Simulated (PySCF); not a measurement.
## Electron correlation in Dy⁴⁸⁺ (dysprosium, charge +48)

Starting occupation: [Ar]. Computed with PySCF 2.14 in an even-tempered Gaussian basis (18 s from 4.2 bohr⁻², ratio 2.6; 14 p from 5.5 bohr⁻², ratio 2.6; 5 d from 5.6 bohr⁻², ratio 2.8; 3 f from 90 bohr⁻², ratio 2.8), with X2C-1e with screened-nucleus spin-orbit coupling, Gaussian nucleus. Frozen: [Ne]; 8 electrons correlated; the 62 highest virtual spinors left out.

MP2 pair energies summed by pair of shells (mhartree):

```json
{"pair": "3p3/2-3p3/2", "energy": "-187.88", "share (%)": "42.4"}
{"pair": "3p1/2-3p3/2", "energy": "-162.50", "share (%)": "36.6"}
{"pair": "3p1/2-3p1/2", "energy": "-41.64", "share (%)": "9.4"}
{"pair": "3p3/2-3s1/2", "energy": "-23.73", "share (%)": "5.3"}
{"pair": "3s1/2-3s1/2", "energy": "-14.98", "share (%)": "3.4"}
{"pair": "3p1/2-3s1/2", "energy": "-12.88", "share (%)": "2.9"}
```

Total MP2 correlation energy: -443.61 mhartree.

The virtual space was cut to 50 spinors, which keep -427.94 of the -443.61 mhartree of MP2 correlation.

| level | correlation energy (mhartree) |
| --- | --- |
| CCSD | -469.70 |
| (T) | -1.91 |
| CCSD(T) | -471.61 |

Diagnostics: T1 = 0.00021, largest double amplitude 0.037.

Cost of the coupled-cluster step: roughly 25 core-seconds, for 8 occupied and 50 virtual spinors.

The coupled-cluster values are those of the cut space; adding the MP2 remainder, -15.67 mhartree, estimates the full space.

At this charge the one-electron X2C treatment keeps the bare 1/r₁₂, with no two-electron picture change or Breit term. The effect here is smaller than on the frozen 1s shell.
